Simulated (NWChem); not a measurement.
C$_{2}$H$_{3}$FO$_{2}$Si; SMILES O=C1OC[Si@H]1F

```xyz
9

O      1.3409    -1.8472     0.0620
C      0.4709    -1.0271    -0.0116
O     -0.8807    -1.2929     0.2412
C     -1.5576     0.0032     0.1265
Si     0.0617     0.8289    -0.4463
F      0.6816     2.0134     0.4984
H     -2.3931    -0.0714    -0.5982
H     -1.9536     0.3186     1.1134
H      0.1871     1.2925    -1.8676
```
Atoms are numbered in this order, from 1.

Results from NWChem. Medium grid unless said otherwise, to which SCAN and Minnesota functionals are sensitive. Structure relaxed at the PBE-D3(BJ)/def2-SVP level.

### Question
Among these, which level gives the highest value of “orbital gap (eV)”?
(A) TPSS/def2-SVP
(B) MN15-L/def2-SVP
(C) N12/def2-SVP
(D) M05-2X/def2-SVP

### Answer
D, M05-2X/def2-SVP. Values: N12/def2-SVP 4.12; TPSS/def2-SVP 4.21; MN15-L/def2-SVP 4.83; M05-2X/def2-SVP 9.05
